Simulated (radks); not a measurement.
Spherical quantum dot in the effective-mass picture: electrons in a hard-walled sphere of radius 8.67, all in effective atomic units (hartree* = m*/eps^2 hartree, bohr* = eps/m* bohr), one dielectric constant everywhere. Calculated with a radial shooting solver with Libxc functionals: non-relativistic Kohn-Sham, LDA (Slater exchange, Perdew-Wang correlation), spin-polarised, spherical densities. Levels are named by radial order and angular momentum (1s, 1p, 1d, 2s, ...), and open shells are averaged over m.

N = 21, configuration 1s2 1p6 1d10 1f(up 3, down 0). This is the lowest configuration that the search found. Occupied and some empty levels:

level    occupation  eigenvalue (hartree*)  <r> (bohr*)
1s up             1                 2.9262        6.456
1s down           1                 2.9392        6.439
1p up             3                 2.9526        6.525
1p down           3                 2.9659        6.513
1d up             5                 3.0031        6.612
1d down           5                 3.0166        6.605
1f up             3                 3.0756        6.701
1f down           0                 3.0893        6.697
1g up             0                 3.1688        6.786
1g down           0                 3.1827        6.784
2s up             0                 3.2668        4.023
2s down           0                 3.2707        4.001
2p up             0                 3.3590        4.641
2p down           0                 3.3644        4.625
2d up             0                 3.4792        5.040
2d down           0                 3.4858        5.027

Energy (hartree*): total 32.9431, kinetic 5.9088, external 0, Hartree 31.284, exchange-correlation -4.2500.
